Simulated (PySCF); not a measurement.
Species: C₅H₉ClFSi (doublet state).
Structure used (GFN2-xTB), in Å, numbered top down from 1:
```
atom  x, y, z in Å
C1    -1.7646    1.7683   -0.1658
C2    -0.5361    1.2381   -0.3987
C3    -0.2095   -0.1155   -0.2862
Si4   -1.4394   -1.4390    0.2304
C5     1.1987   -0.5222   -0.5124
Cl6    1.8704    0.1835   -2.0390
C7     2.1269   -0.0556    0.6118
F8     1.7964   -0.7079    1.7710
H9    -1.9442    2.8233   -0.2707
H10   -2.5946    1.1543    0.1352
H11    0.2514    1.9159   -0.7135
H12   -0.7578   -2.7321    0.1705
H13   -1.9096   -1.1727    1.5911
H14   -2.5730   -1.4392   -0.6993
H15    1.2913   -1.6044   -0.6242
H16    3.1703   -0.2992    0.3895
H17    2.0165    1.0165    0.8003
```

The hyperfine couplings belong to this conformer and change with its torsions.

As a line formula: `[CH2]/C=C(\[SiH3])[C@@H](Cl)CF` [radical].

The calculation used UKS B3LYP, pcH-1 on C Cl F H Si, non-relativistic, mean-field spin-orbit, GIAO in PySCF. Isolated species at its GFN2-xTB geometry (one conformer only). Couplings are sensitive to structure, and on GFN2-xTB geometries they can be far from those on DFT ones. Stability of the SCF solution: not tested. ⟨S²⟩ is 0.774 where a pure state has 0.75.

(1) Predict the first-order ENDOR lines of F8, H9, H10, H12/H13/H14, H11, H15, H16, H17 and Cl6 under fast tumbling at B = 343.5 mT (X band).

(2) Which pairs are centred on the nuclear Larmor frequency, and which on half the coupling?

(3) At what field would the lower line of F8 fall to zero frequency?

## Answers

(1) For S = 1/2 in fast tumbling each set of equivalent nuclei gives two lines, ν± = |νn ± a/2| to first order, with νn = g_N μN B/h and μN/h = 7.62259 MHz/T.

| nuclei | isotope | g_N | νn (MHz) | a_iso (MHz) | lower line (MHz) | upper line (MHz) |
| --- | --- | --- | --- | --- | --- | --- |
| F8 | 19F | 5.2577 | 13.77 | 17.77 | 4.88 | 22.65 |
| H9 | 1H | 5.5857 | 14.63 | -36.27 | 3.51 | 32.76 |
| H10 | 1H | 5.5857 | 14.63 | -34.22 | 2.48 | 31.73 |
| H12/H13/H14 | 1H | 5.5857 | 14.63 | 20.66 | 4.29 | 24.96 |
| H11 | 1H | 5.5857 | 14.63 | 11.44 | 8.90 | 20.35 |
| H15 | 1H | 5.5857 | 14.63 | 8.34 | 10.46 | 18.79 |
| H16 | 1H | 5.5857 | 14.63 | 8.32 | 10.47 | 18.78 |
| H17 | 1H | 5.5857 | 14.63 | -2.49 | 13.38 | 15.87 |
| Cl6 | 35Cl | 0.5479 | 1.43 | 14.90 | 6.01 | 8.88 |

(2) Centred on νn, since |a| < 2νn: F8, H12/H13/H14, H11, H15, H16 and H17. Centred on |a|/2 and split by 2νn: H9, H10 and Cl6.

(3) Where νn = |a|/2, that is B = 8.89 MHz/(5.2577 × 7.62259 MHz/T) = 222 mT, as far as first order holds there.

Means are taken over nuclei equivalent by connectivity, which assumes that they swap fast. H9 and H10 aren't averaged: C1 is flat or nearly so (angle sum 360°), and its turn about the short C1–C2 bond (1.36 Å) is taken as slow. The three 1H nuclei of mean +20.7 MHz run from -1.3 to 33.1 MHz in the frozen geometry.

Main isotope only: 35Cl (natural samples also hold 24 % 37Cl, magnetic too, which adds its own pattern).

The Mulliken spin populations are largest on C3 (+0.67), C1 (+0.58) and C2 (-0.25). The positive populations add up to 1.37 and the negative ones to -0.37, together 2S = 1. The angles at C3 add up to 359.9°, so it is planar.
